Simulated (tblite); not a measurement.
A geometry optimisation, step by step.

C6H14AsB.
Numbering: `[CH2:1]=[C:2]([CH3:3])[BH:4][As:5]([CH3:6])[CH2:7][CH3:8]` (hydrogens: H9, H10 on C1; H11, H12, H13 on C3; H14 on B4; H15, H16, H17 on C6; H18, H19 on C7; H20, H21, H22 on C8)

Computed with GFN2-xTB (tblite), gas phase: L-BFGS steps from a force-field or distance-geometry start until the largest atomic force falls under 0.01 eV/Å. 4 of its 182 geometries are shown.

Step 0: E = -638.1833 eV, largest atomic force 4.698 eV/Å
```
atom  x, y, z in Å  |  force x, y, z in eV/Å
C1     -1.798    0.330   -1.925    0.904   0.333  -0.135
C2     -2.139    0.372   -0.647    0.108   0.097   0.092
C3     -3.491   -0.161   -0.270   -0.749   0.199   0.498
B4     -1.187    0.922    0.467    0.639  -1.126   1.060
As5     0.712    0.354    0.680   -4.125   2.077  -0.859
C6      1.455    0.169    2.404    1.471  -0.622   1.860
C7      1.692   -0.207   -0.850    0.843  -1.827  -1.177
C8      3.085   -0.656   -0.432    0.384  -0.923   0.787
H9     -2.426   -0.037   -2.706   -0.133  -0.168  -0.321
H10    -0.812    0.717   -2.167   -0.197  -0.065  -0.410
H11    -4.201    0.686   -0.136    0.428  -0.493   0.093
H12    -3.462   -0.744    0.669    0.026   0.385  -0.410
H13    -3.912   -0.800   -1.053    0.194   0.115   0.098
H14    -1.739    1.311    1.452    0.467  -0.014  -0.117
H15     0.808    0.578    3.231    0.472  -0.356  -1.033
H16     2.462    0.641    2.483   -0.547  -0.004   0.085
H17     1.654   -0.919    2.622   -0.322   0.731  -0.003
H18     1.208   -1.135   -1.288    0.048   1.064   0.118
H19     1.834    0.525   -1.657   -0.604   0.020   0.240
H20     3.128   -0.655    0.679    0.364  -0.258  -0.638
H21     3.847    0.041   -0.778    0.090  -0.342  -0.091
H22     3.271   -1.711   -0.778    0.239   1.177   0.264
```

Step 60: E = -639.9571 eV, largest atomic force 0.059 eV/Å
```
atom  x, y, z in Å  |  force x, y, z in eV/Å
C1     -1.621    0.411   -1.883   -0.019   0.035  -0.008
C2     -1.980    0.296   -0.601    0.004  -0.007   0.006
C3     -3.356   -0.223   -0.268   -0.010   0.003   0.004
B4     -1.075    0.757    0.568   -0.013   0.051   0.007
As5     0.885    1.120    0.482   -0.024   0.029   0.008
C6      1.335    0.324    2.249    0.016  -0.008  -0.022
C7      1.564   -0.365   -0.683    0.002  -0.041  -0.040
C8      3.036   -0.667   -0.440    0.025  -0.021   0.021
H9     -2.286    0.148   -2.693    0.008  -0.004  -0.022
H10    -0.660    0.813   -2.168   -0.013  -0.001   0.011
H11    -3.977    0.609    0.066   -0.018  -0.003   0.003
H12    -3.313   -0.942    0.548    0.017  -0.026  -0.026
H13    -3.832   -0.686   -1.129   -0.001  -0.009   0.006
H14    -1.616    1.035    1.578    0.013  -0.015  -0.003
H15     0.755    0.813    3.031    0.032  -0.001  -0.027
H16     2.393    0.468    2.464   -0.015  -0.032   0.047
H17     1.110   -0.743    2.263    0.010   0.036   0.009
H18     0.961   -1.264   -0.530    0.019   0.002  -0.003
H19     1.437   -0.059   -1.724   -0.022  -0.001   0.005
H20     3.182   -1.100    0.548    0.019   0.011   0.026
H21     3.626    0.248   -0.502    0.008  -0.005  -0.011
H22     3.422   -1.374   -1.176   -0.037   0.007   0.009
```

Step 121: E = -640.0069 eV, largest atomic force 0.046 eV/Å
```
atom  x, y, z in Å  |  force x, y, z in eV/Å
C1     -1.636    0.854   -1.887    0.016  -0.023  -0.027
C2     -1.897    0.408   -0.655   -0.018  -0.009   0.011
C3     -3.096   -0.476   -0.423    0.001   0.013  -0.007
B4     -1.050    0.834    0.568   -0.010  -0.024  -0.011
As5     0.928    1.120    0.483    0.003   0.000   0.004
C6      1.315    0.513    2.338   -0.006   0.012  -0.022
C7      1.411   -0.575   -0.476    0.019   0.007  -0.002
C8      2.914   -0.806   -0.553   -0.001   0.006  -0.009
H9     -2.273    0.631   -2.731   -0.002   0.006  -0.003
H10    -0.782    1.486   -2.094   -0.003   0.004   0.046
H11    -3.742   -0.041    0.338   -0.011   0.021   0.016
H12    -2.776   -1.452   -0.059    0.019   0.000   0.001
H13    -3.674   -0.619   -1.333    0.003  -0.008  -0.035
H14    -1.619    1.038    1.577    0.003   0.018   0.012
H15     0.904    1.235    3.042    0.010  -0.010   0.011
H16     2.388    0.443    2.512    0.004   0.002  -0.004
H17     0.863   -0.458    2.530    0.017  -0.002   0.006
H18     0.931   -1.418    0.025   -0.010  -0.024   0.016
H19     0.994   -0.511   -1.483   -0.006  -0.007  -0.020
H20     3.341   -0.912    0.444   -0.011   0.012  -0.006
H21     3.404    0.034   -1.045   -0.003   0.013   0.007
H22     3.143   -1.711   -1.117   -0.016  -0.006   0.015
```

Step 181: E = -640.0142 eV, largest atomic force 0.008 eV/Å
```
atom  x, y, z in Å  |  force x, y, z in eV/Å
C1     -1.604    0.889   -1.850    0.001   0.002  -0.006
C2     -1.910    0.396   -0.646   -0.002  -0.003   0.004
C3     -3.131   -0.473   -0.486    0.005   0.002   0.004
B4     -1.079    0.764    0.608    0.002  -0.001  -0.006
As5     0.891    1.092    0.486   -0.004  -0.005  -0.002
C6      1.377    0.547    2.335   -0.001   0.000  -0.002
C7      1.383   -0.620   -0.439    0.000   0.004   0.003
C8      2.888   -0.800   -0.573    0.002  -0.002   0.003
H9     -2.215    0.714   -2.723    0.000   0.000  -0.001
H10    -0.738    1.521   -1.992    0.003  -0.002   0.000
H11    -3.849    0.013    0.174   -0.002   0.003  -0.003
H12    -2.857   -1.423   -0.028    0.000  -0.006  -0.002
H13    -3.610   -0.672   -1.443   -0.001   0.004   0.006
H14    -1.649    0.920    1.625    0.002   0.000   0.003
H15     0.948    1.252    3.045    0.000  -0.001   0.006
H16     2.458    0.549    2.469    0.002   0.004   0.001
H17     1.000   -0.449    2.561   -0.004   0.001   0.000
H18     0.957   -1.459    0.118   -0.003   0.000  -0.002
H19     0.918   -0.611   -1.427    0.005  -0.004   0.001
H20     3.359   -0.829    0.409    0.001   0.005  -0.006
H21     3.323    0.027   -1.134   -0.004  -0.001   0.001
H22     3.127   -1.730   -1.089   -0.004   0.002  -0.001
```

Task: Summarise the path.

Result: The energy falls by 42.22 kcal/mol from step 0 to step 181; nine tenths of that is first reached at step 24. It falls at every step. The largest force goes from 4.698 to 0.008 eV/Å. Among the bonds As5–C7 changes most, from 1.902 to 2.007 Å; the atoms move by 0.736 Å rms after alignment.

Task: Follow the three bonds and two angles with the largest change from start to end.

Result: 
```tsv
step	E above end (kcal/mol)	largest force (eV/Å)	As5–C7 (Å)	As5–C6 (Å)	C7–H18 (Å)	C6–As5–C7 (°)	B4–As5–C6 (°)
0	42.22	4.698	1.902	1.886	1.134	120.2	120.0
8	16.87	0.695	2.002	1.984	1.093	108.4	113.7
16	6.93	0.463	2.021	2.022	1.093	100.5	102.7
24	4.03	0.274	2.013	2.000	1.092	98.6	98.1
31	2.93	0.147	2.006	1.983	1.090	96.9	94.8
39	2.14	0.136	2.020	1.989	1.091	97.9	94.1
47	1.81	0.147	2.017	1.990	1.093	98.4	95.2
55	1.44	0.118	2.012	1.990	1.092	98.1	96.1
63	1.28	0.066	2.011	1.990	1.093	98.1	96.7
71	1.21	0.057	2.008	1.991	1.093	97.7	96.8
79	1.00	0.101	2.004	1.990	1.093	97.1	95.8
87	0.75	0.082	2.011	1.986	1.095	97.0	96.1
94	0.56	0.054	2.006	1.985	1.094	97.2	96.0
102	0.47	0.063	2.006	1.990	1.093	97.6	95.9
110	0.29	0.067	2.006	1.993	1.093	98.5	96.4
118	0.19	0.032	2.006	1.989	1.093	98.4	96.3
126	0.11	0.058	2.006	1.987	1.094	98.2	96.8
134	0.07	0.025	2.006	1.988	1.094	98.1	97.3
142	0.04	0.013	2.006	1.989	1.093	98.0	97.5
150	0.03	0.017	2.005	1.988	1.094	97.8	97.6
157	0.02	0.015	2.007	1.988	1.094	97.6	97.9
165	0.02	0.013	2.006	1.989	1.093	97.4	98.1
173	0.01	0.013	2.006	1.988	1.093	97.6	98.1
181	0.00	0.008	2.007	1.988	1.093	97.8	98.0
```

What follows is the cost of the whole relaxation. The run took 2.5 s of wall time on one thread, Arm Neoverse N1 (aarch64), no GPU, shared host with 64 logical CPUs at a one-minute load of 21.
